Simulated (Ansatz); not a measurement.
Mulliken charges of CH$_{6}$OSi$_{2}$ (`O=C([SiH3])[SiH3]`) from ωB97M-V/def2-TZVPP in Ansatz (PBE0-D4/def2-TZVP geometry).

```csv
atom,x (Å),y (Å),z (Å),charge (e)
O1,1.571,-0.710,-1.069,-0.247
C2,0.634,-0.288,-0.428,0.013
Si3,-0.073,1.483,-0.801,0.145
Si4,-0.155,-1.383,0.969,0.145
H5,-1.508,1.344,-1.169,-0.012
H6,0.012,2.292,0.444,-0.012
H7,0.701,2.109,-1.899,-0.003
H8,0.551,-2.683,1.044,-0.003
H9,-0.053,-0.642,2.255,-0.012
H10,-1.597,-1.573,0.656,-0.013
```

Problem. By hand: the dipole of these point charges (1 e Å = 4.8032 D).

Solution. Σ q r = (-0.377, 0.172, 0.259) e Å, of length 0.489 e Å = 2.35 D.

Problem. How does the dipole of the full density compare? (Best estimate.)

Solution. Ansatz gave: (-0.299, 0.135, 0.204) e Å, 1.86 D; the point charges give 1.26 times that, at 0° from its direction.

Point charges leave out the atoms' own dipoles, such as those of lone pairs, and Mulliken's split depends on the basis, so the two needn't agree.
